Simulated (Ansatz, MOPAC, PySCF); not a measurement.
C2H4 (SMILES C=C) and H2 (SMILES [H][H]) are pulled apart as rigid monomers along the line of their centres of mass, from the B3LYP-D3(BJ)/def2-TZVP minimum. Starting geometry (charge 0, multiplicity 1):
```xyz
8

C      0.40943     0.55154    -0.32883
C     -0.13506    -0.61369    -0.01150
H      1.48203     0.70263    -0.31143
H     -0.19497     1.40265    -0.61853
H     -1.20768    -0.76484    -0.02835
H      0.46918    -1.46471     0.27883
H     -0.34412     0.11184     2.94465
H     -0.48072     0.07510     3.67589
```

Interaction energies with rigid monomers; basis-set methods are counterpoise corrected unless marked otherwise.

Rows in 6-31G* carry no dispersion term and start afresh at each structure (6-31G* with six Cartesian d functions). The state that PM3 reach isn't checked.

The values were computed with Ansatz (an electronic-structure program) with Gaussian orbitals; MOPAC for PM3 (differences of heats of formation); PySCF for 6-31G* rows, the dispersion terms. 

```csv
C2···H7 (Å),PM3 (kcal/mol),HF/aug-cc-pVTZ (kcal/mol),BP86/6-31G* (no counterpoise) (kcal/mol),r2SCAN-D3(BJ)/def2-TZVPPD (kcal/mol),PBE0-D4/def2-TZVPPD (kcal/mol)
2.75,-0.16,0.87,0.06,-0.09,-0.36
3.05,-0.09,0.24,-0.13,-0.29,-0.52
3.50,-0.03,-0.03,…,-0.25,-0.42
4.25,0.00,-0.06,-0.02,-0.12,…
5.46,0.00,-0.02,-0.01,-0.03,-0.06
```

Fill in the missing entries.


- 3.50, BP86/6-31G* (no counterpoise) (kcal/mol): -0.10
- 4.25, PBE0-D4/def2-TZVPPD (kcal/mol): -0.20
